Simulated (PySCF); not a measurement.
C₅H₇ (SMILES [CH-]1CC12CC2), charge -1, singlet, geometry from GFN2-xTB (in this run its highest filled SCF level lies above zero, so its values depend strongly on the basis, on diffuse functions most of all). Base run: B3LYP/STO-3G run with PySCF.

Geometry (Å):
```xyz
12

C     -0.0158     0.1266     0.0585
C     -0.0945     0.8097     1.3671
C     -0.0204    -0.7172     1.2837
C      0.7534    -0.0095    -1.2201
C     -0.7647     0.0321    -1.2221
H      0.9097     1.2346     1.6473
H     -0.9225    -1.2962     1.5108
H      0.8856    -1.3164     1.4781
H      1.2287    -0.9538    -1.4868
H      1.2826     0.8495    -1.6286
H     -1.2909    -0.8851    -1.4854
H     -1.2420     0.9167    -1.6382
```
Charge -1, spin multiplicity 1.
All else is at PySCF's defaults.

The base run was repeated with changes; each row names its change, and settings that it needs were set with it.

| change | basis functions | E (Eh) | HOMO (eV) | HOMO-LUMO gap (eV) |
|---|---|---|---|---|
| base | 32 | -192.09685 | 6.26 | 7.43 |
| basis = cc-pVDZ-DK; relativity = spin-free X2C; nucleus = Gaussian (with nucmod='G') | 105 | -194.67353 | 1.93 | 4.39 |
| basis = x2c-TZVPall; relativity = none | 197 | -194.67528 | 1.38 | 4.02 |
| basis = cc-pVDZ-DK; relativity = none | 105 | -194.59616 | 1.93 | 4.39 |
| basis = jorge-DZP-DKH; relativity = spin-free X2C | 110 | -194.67751 | 1.73 | 4.32 |
| basis = x2c-TZVPall; relativity = spin-free X2C | 197 | -194.75244 | 1.38 | 4.02 |
| basis = jorge-DZP-DKH; relativity = spin-free X2C; nucleus = Gaussian (with nucmod='G') | 110 | -194.67749 | 1.73 | 4.32 |
| basis = x2c-TZVPall; relativity = spin-free X2C; nucleus = Gaussian (with nucmod='G') | 197 | -194.75243 | 1.38 | 4.02 |
| basis = jorge-DZP-DKH; relativity = none | 110 | -194.60138 | 1.73 | 4.32 |
| basis = cc-pVDZ-DK; relativity = spin-free X2C | 105 | -194.67355 | 1.93 | 4.39 |

Absolute energies of different levels of theory aren't comparable as measures of quality.

Basis sets contracted for a relativistic Hamiltonian are a mismatch without it, so the rows without relativity aren't non-relativistic limits. No row has spin-orbit coupling; sets with core potentials leave out the core electrons.
